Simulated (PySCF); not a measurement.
Choosing a molecule for a target property.

Each SMILES stands for a single optimised conformer of the isolated species, non-relativistic unless stated; the electronic structure was computed with PySCF and density fitting.

Dipoles, sizes and rotational constants follow the conformer. The torsions of the flexible species, by atom-mapped SMILES:
- `[CH3:1][O:2][C@@H:3]([CH3:4])[NH:5]`: C1–O2–C3–C4 -129°, H–N5–C3–O2 -176°
- `[OH:1][CH:2][O:3]/[CH:4]=[CH:5]/[C:6]([F:7])([F:8])[F:9]`: O1–C2–O3–C4 -175°, C2–O3–C4–C5 2°, C4–C5–C6–F7 114°, H–O1–C2–O3 -10°
- `[F:1][CH2:2][O:3][C:4]1=[CH:5][CH:6]=[N:7][N:8]1`: F1–C2–O3–C4 -74°, C2–O3–C4–C5 161°
- `[H]/[C:1]=[C:2](/[C:3]#[C:4][C:5]#[N:6])[CH2:7][CH3:8]`: C1–C2–C7–C8 -112°

Question: Wanted: smallest rotational constant above 2 GHz (GFN2-xTB) and isotropic g value above 2.0034 (unrestricted B3LYP/pcH-1, mean-field spin–orbit), at GFN2-xTB geometries. Which candidate meets both?
A. `FCOC1=CC=N[N]1` [radical]
B. `O[CH]O/C=C/C(F)(F)F` [radical]
C. `[H]/[C]=C(/C#CC#N)CC` [radical]
D. `CO[C@@H](C)[NH]` [radical]

Answer: D. Computed values:
```
                       species  smallest rotational constant  isotropic g value
 O[CH]O/C=C/C(F)(F)F [radical]                     0.617 GHz            2.00290
[H]/[C]=C(/C#CC#N)CC [radical]                     0.842 GHz            2.00217
      FCOC1=CC=N[N]1 [radical]                     1.264 GHz            2.00385
     CO[C@@H](C)[NH] [radical]                     3.161 GHz            2.00438
```
